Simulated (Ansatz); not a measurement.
CH₃NSSi⁺, that is Si(NCS)H3 with one electron fewer. Total charge 1; doublet. Geometry PBE-D4/def2-SVP; atoms count from 1.

```xyz
7

Si    0.503   -0.573    0.930
N    -0.259    0.266   -0.482
C    -0.767    0.821   -1.411
S    -1.453    1.565   -2.664
H     1.072    0.612    1.662
H     1.538   -1.463    0.327
H    -0.635   -1.228    1.638
```

Question: Estimate the Mulliken populations from the PBE0/def2-TZVP orbitals of Ansatz.

Answer: 
```csv
atom,charge (e),spin (α − β)
Si1,0.24,-0.01
N2,-0.03,0.34
C3,0.20,-0.19
S4,0.33,0.81
H5,0.09,0.04
H6,0.08,0.01
H7,0.08,0.01
```
Mulliken values depend strongly on the basis.

Question: Where does the spin sit?

Answer: Summed by element: Si -0.01, N 0.34, C -0.19, S 0.81, H 0.06, of 1 unpaired in all. Largest on single atoms: S4 0.81, N2 0.34, C3 -0.19.

Question: And the Mayer bond orders between heavy atoms (over 0.3)?

Answer: Si1–N2 0.87 (1.81 Å); N2–C3 2.24 (1.20 Å); C3–S4 1.65 (1.61 Å).
